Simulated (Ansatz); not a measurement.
`C[SiH](F)S` + F• → `C[SiH](F)[S]`• + H–F at 298.15 K and 1 bar (hydrogen abstraction from the S–H bond).

Calculated with Ansatz (gas phase, PBE0-D4/def2-TZVP geometries, no zero-point term in ΔE). CCSD(T)/CBS adds triple-zeta CCSD(T) − MP2 to the extrapolated MP2 energy (def2 sets, frozen cores). This one scheme is used for every species, atoms too. No spin–orbit coupling; open shells (•) take unrestricted orbitals. Spin–orbit coupling would lower the free atoms: a little for F. One conformer a species, not always the lowest.

```
        species  CCSD(T)/CBS energy (Eh)  H − E (kJ/mol)  S (J/(mol·K))
   `C[SiH](F)S`               -827.81979           172.3          329.6
             F•                -99.66871             6.2          160.5
`C[SiH](F)[S]`•               -827.16845           147.7          327.4
            H–F               -100.39570            33.5          173.6
```

H − E and S are ideal-gas, rigid-rotor, harmonic terms from PBE0-D4/def2-TZVP, for one conformer and one mirror image of each species, with the whole ground term of open shells counted as degenerate. 1 Eh = 2625.50 kJ/mol, R = 8.31446 J/(mol·K).

Task: By hand: ΔE, ΔH, ΔS and ΔG.

Result: ΔE = (-827.16845) + (-100.39570) − (-827.81979) − (-99.66871) = -0.07565 Eh = -198.6 kJ/mol. Δ(H − E) = 147.7 + 33.5 − 172.3 − 6.2 = 2.7, so ΔH = -195.9 kJ/mol. ΔS = 327.4 + 173.6 − 329.6 − 160.5 = 10.9 J/(mol·K). ΔG = -195.9 − 298.15 × (10.9)/1000 = -199.1 kJ/mol.

Task: By hand: the equilibrium constant, and the temperature at which ΔG would vanish if ΔH and ΔS stayed fixed.

Result: log₁₀ K = −ΔG/(RT ln 10) = 34.9. ΔH and −TΔS have one sign here, so there is no such temperature.

The number of gas molecules stays the same, so ΔS is small and ΔH decides. A doubt of 5 kJ/mol in ΔE shifts log₁₀ K by 0.9 here. Other conformers and mirror images would add mixing entropy, several J/(mol·K) or more a flexible species. These are equilibria of isolated gas molecules and say nothing of rates. Largest T1 diagnostic: 0.013 (customary marks: 0.02 for closed shells, 0.045 for open ones).

ΔS is within the doubt of such terms, so its sign, and with it that verdict, could turn.
